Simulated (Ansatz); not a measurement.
`[F][Al]([F])[SH]` + HCl → `[F][Al]([SH])[Cl]` + H–F at 298.15 K and 1 bar (ligand exchange at the Al–F bond).

Gas-phase electronic energies from Ansatz, PBE0-D4/def2-TZVP geometries. CBS: MP2 limit from def2 TZ/QZ plus the TZ coupled-cluster correction, frozen cores. This one scheme is used for every species. Each species was taken in one conformer, which may not be the lowest.

```tsv
species	CCSD(T)/CBS energy (Eh)	H − E (kJ/mol)	S (J/(mol·K))
`[F][Al]([F])[SH]`	-840.18239	55.7	314.9
HCl	-460.38127	26.6	186.8
`[F][Al]([SH])[Cl]`	-1200.16071	54.0	326.7
H–F	-100.39570	33.5	173.6
```

H − E and S are ideal-gas, rigid-rotor, harmonic terms from PBE0-D4/def2-TZVP, for one conformer and one mirror image of each species. 1 Eh = 2625.50 kJ/mol, R = 8.31446 J/(mol·K).

**Question.** By hand: ΔE, ΔH, ΔS and ΔG.

**Answer.** ΔE = (-1200.16071) + (-100.39570) − (-840.18239) − (-460.38127) = 0.00725 Eh = 19.0 kJ/mol. Δ(H − E) = 54.0 + 33.5 − 55.7 − 26.6 = 5.2, so ΔH = 24.2 kJ/mol. ΔS = 326.7 + 173.6 − 314.9 − 186.8 = -1.4 J/(mol·K). ΔG = 24.2 − 298.15 × (-1.4)/1000 = 24.6 kJ/mol.

**Question.** By hand: the equilibrium constant, and the temperature at which ΔG would vanish if ΔH and ΔS stayed fixed.

**Answer.** log₁₀ K = −ΔG/(RT ln 10) = -4.3. ΔH and −TΔS have one sign here, so there is no such temperature.

The number of gas molecules stays the same, so ΔS is small and ΔH decides. A doubt of 5 kJ/mol in ΔE shifts log₁₀ K by 0.9 here. Other conformers and mirror images would add mixing entropy, several J/(mol·K) or more a flexible species. These are equilibria of isolated gas molecules and say nothing of rates. Largest T1 diagnostic: 0.012 (customary marks: 0.02 for closed shells, 0.045 for open ones).

ΔS is within the doubt of such terms, so its sign, and with it that verdict, could turn.
